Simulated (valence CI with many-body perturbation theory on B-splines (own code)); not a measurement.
**Gd XLI: calculated level list**

Computed by valence CI with perturbative core correlation (CI+MBPT): six valence electrons over a frozen Dirac-Fock core [Ar], a basis of 7 s, 7 p, 8 d, 6 f, 4 g, 1 h functions for each j, with the one-electron correlation potential Σ1 (screened to all orders), the two-electron term Σ2, the three-electron term Σ3, Breit, model QED; selected single and double excitations, second order for the rest, scaled by the run's own slope (own B-spline code, finite nucleus).

No measured spectrum was set against this ion. As an estimate, large intervals hold to a few tenths of a per cent, small ones and those within an open d or f shell to about a per cent. Core correlation moves these levels by up to 9300 cm⁻¹, and in measured spectra 5 to 20 % of such shifts remained as error; rates that hang on mixing are uncertain with them. Among the levels kept, up to 990 cm⁻¹ of a level comes from second order outside the variational space, and about a tenth of that is noise between levels of different J, which matters for small intervals. Only levels of the ground parity were solved; by the run's estimate the other parity begins above the list, which can be wrong where configurations are misplaced.

Levels 1 to 34 of 34, with energies above the lowest level, (3d3/2^4 3d5/2^2) J=4. "Leading %" is the weight of the configuration and term that name the level; weights of strongly mixed levels are sums over their largest components and can fall short, and the name can then belong to a minority configuration. In the jj column 3d3/2^4 stands for four electrons in 3d with j = 3/2. Lifetimes count E1, E2, E3, M1 and M2 decay at the calculated energies, and are blank where another channel may lead or the interval is too uncertain; long ones can be off by a factor of two.

```
No.  Configuration  Term  J  E (eV)  Leading %               Leading jj  Lifetime  Second component
  1            3d⁶    ⁵D  4    0.00         40   3d3/2^4 3d5/2^2 (94 %)                 38 % 3d⁶ ³F
  2            3d⁶    ³P  2    6.03         43   3d3/2^4 3d5/2^2 (94 %)     100 s       19 % 3d⁶ ³D
  3            3d⁶    ³P  0   18.42         46   3d3/2^4 3d5/2^2 (81 %)    859 ms       29 % 3d⁶ ¹S
  4            3d⁶    ⁵D  3   28.43         70   3d3/2^3 3d5/2^3 (94 %)   3.00 μs       19 % 3d⁶ ³F
  5            3d⁶    ⁵D  4   30.96         40   3d3/2^3 3d5/2^3 (92 %)   3.00 μs       23 % 3d⁶ ³H
  6            3d⁶    ⁵D  1   32.23         55   3d3/2^3 3d5/2^3 (94 %)   2.93 μs       30 % 3d⁶ ³P
  7            3d⁶    ³G  5   37.36         59  3d3/2^3 3d5/2^3 (100 %)   13.7 μs       41 % 3d⁶ ³H
  8            3d⁶    ³H  6   37.40         70   3d3/2^3 3d5/2^3 (99 %)    668 ms       30 % 3d⁶ ¹I
  9            3d⁶    ³F  2   42.40         50   3d3/2^3 3d5/2^3 (93 %)   4.12 μs       26 % 3d⁶ ¹D
 10            3d⁶    ³G  3   43.39         29   3d3/2^3 3d5/2^3 (96 %)   5.09 μs       28 % 3d⁶ ³D
 11            3d⁶    ³P  0   52.31         79   3d3/2^3 3d5/2^3 (76 %)   22.8 μs       15 % 3d⁶ ¹S
 12            3d⁶    ³D  2   53.25         38   3d3/2^3 3d5/2^3 (77 %)   7.92 μs       22 % 3d⁶ ³F
 13            3d⁶    ¹G  4   53.75         37   3d3/2^3 3d5/2^3 (90 %)   43.8 μs       36 % 3d⁶ ³G
 14            3d⁶    ³P  1   54.31         52   3d3/2^3 3d5/2^3 (92 %)   5.19 μs       41 % 3d⁶ ³D
 15            3d⁶    ³F  3   57.00         53   3d3/2^3 3d5/2^3 (99 %)   7.36 μs       38 % 3d⁶ ¹F
 16            3d⁶    ⁵D  2   62.77         51   3d3/2^2 3d5/2^4 (90 %)   1.26 μs       35 % 3d⁶ ³P
 17            3d⁶    ⁵D  0   65.49         58   3d3/2^2 3d5/2^4 (92 %)   1.07 μs       42 % 3d⁶ ¹S
 18            3d⁶    ³H  4   68.00         41   3d3/2^2 3d5/2^4 (97 %)   1.39 μs       40 % 3d⁶ ³F
 19            3d⁶    ³D  3   71.21         29   3d3/2^2 3d5/2^4 (88 %)   1.54 μs       23 % 3d⁶ ⁵D
 20            3d⁶    ³H  5   71.26         59  3d3/2^2 3d5/2^4 (100 %)   2.62 μs       41 % 3d⁶ ³G
 21            3d⁶    ¹I  6   74.37         70   3d3/2^2 3d5/2^4 (99 %)   4.05 μs       30 % 3d⁶ ³H
 22            3d⁶    ³G  3   76.23         47   3d3/2^2 3d5/2^4 (97 %)   2.32 μs       40 % 3d⁶ ³F
 23            3d⁶    ³P  1   79.79         53   3d3/2^2 3d5/2^4 (90 %)   1.91 μs       44 % 3d⁶ ³D
 24            3d⁶    ¹G  4   81.24         56   3d3/2^2 3d5/2^4 (91 %)   2.76 μs       21 % 3d⁶ ³F
 25            3d⁶    ³F  2   81.82         33   3d3/2^2 3d5/2^4 (91 %)   2.26 μs       32 % 3d⁶ ³P
 26            3d⁶    ³F  2   90.86         72   3d3/2^2 3d5/2^4 (96 %)   1.49 μs       14 % 3d⁶ ³P
 27            3d⁶    ³F  4   93.98         63   3d3/2^2 3d5/2^4 (93 %)   2.14 μs       27 % 3d⁶ ¹G
 28            3d⁶    ³P  1  101.45         66     3d3/2 3d5/2^5 (97 %)    613 ns       34 % 3d⁶ ⁵D
 29            3d⁶    ¹D  2  109.89         84   3d3/2^2 3d5/2^4 (94 %)   2.13 μs        7 % 3d⁶ ³P
 30            3d⁶    ¹G  4  112.60         47     3d3/2 3d5/2^5 (91 %)    898 ns       20 % 3d⁶ ³F
 31            3d⁶    ³P  2  117.22         40     3d3/2 3d5/2^5 (93 %)    956 ns       25 % 3d⁶ ¹D
 32            3d⁶    ³F  3  118.72         41     3d3/2 3d5/2^5 (95 %)   1.05 μs       27 % 3d⁶ ¹F
 33            3d⁶    ¹S  0  121.35         72   3d3/2^2 3d5/2^4 (78 %)   1.34 μs       24 % 3d⁶ ³P
 34            3d⁶    ³P  0  147.94         50           3d5/2^6 (82 %)    460 ns       42 % 3d⁶ ¹S
```

The ionisation energy to 3d⁵ ⁴P5/2 of the next ion comes out as 3050.2 eV (NIST: 3050 ± 4 eV (theoretical)). All 34 levels together are meant to be complete up to 153.72 eV.
